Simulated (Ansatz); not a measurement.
One change: `[NH2][Y]([OH])[OH]` becomes `[OH][Y]([OH])[Cl]`.

Ansatz, PBE0-D4/def2-TZVP geometries, multiplicity 1. Each molecule was computed in one conformer, which needn't be the lowest.

Elements past krypton have def2 core potentials.

| property | `[NH2][Y]([OH])[OH]` |
| --- | --- |
| LUMO energy (PBE/def2-TZVPP) / eV | -2.01 |
| ideal-gas entropy at 298 K and 1 bar (rigid rotor, harmonic PBE0-D4/def2-TZVP) / J/(mol·K) | 356 |
| zero-point energy (PBE0-D4/def2-TZVP) / kJ/mol | 128.8 |
| LUMO energy (PBE0/def2-TZVPP) / eV | -1.26 |
| size of the dipole moment (ωB97M-V/def2-TZVPP) / D | 0.77 |
| HOMO energy (ωB97M-V/def2-TZVPP) / eV | -8.84 |

Q: What does the change do to each property? (An estimate is asked.)

A: Computed: 
```json
{"property": "LUMO energy (PBE/def2-TZVPP) / eV", "`[OH][Y]([OH])[Cl]`": "-2.61", "shift": "-0.60"}
{"property": "ideal-gas entropy at 298 K and 1 bar (rigid rotor, harmonic PBE0-D4/def2-TZVP) / J/(mol·K)", "`[OH][Y]([OH])[Cl]`": "356", "shift": "0"}
{"property": "zero-point energy (PBE0-D4/def2-TZVP) / kJ/mol", "`[OH][Y]([OH])[Cl]`": "67.8", "shift": "-61.0"}
{"property": "LUMO energy (PBE0/def2-TZVPP) / eV", "`[OH][Y]([OH])[Cl]`": "-1.84", "shift": "-0.58"}
{"property": "size of the dipole moment (ωB97M-V/def2-TZVPP) / D", "`[OH][Y]([OH])[Cl]`": "3.52", "shift": "2.75"}
{"property": "HOMO energy (ωB97M-V/def2-TZVPP) / eV", "`[OH][Y]([OH])[Cl]`": "-10.55", "shift": "-1.71"}
```

With PBE0 the HOMO falls by 1.77 eV and the LUMO falls by 0.58 eV, so the gap widens by about 1.19 eV. PBE moves the HOMO by -1.63 eV and ωB97M-V by -1.71 eV. The zero-point energy changes by -61.0 kJ/mol with -6 modes. Dipoles are sizes alone; their direction can turn. Modes under 60 cm⁻¹, often nearly free rotors, make the harmonic entropy too high.
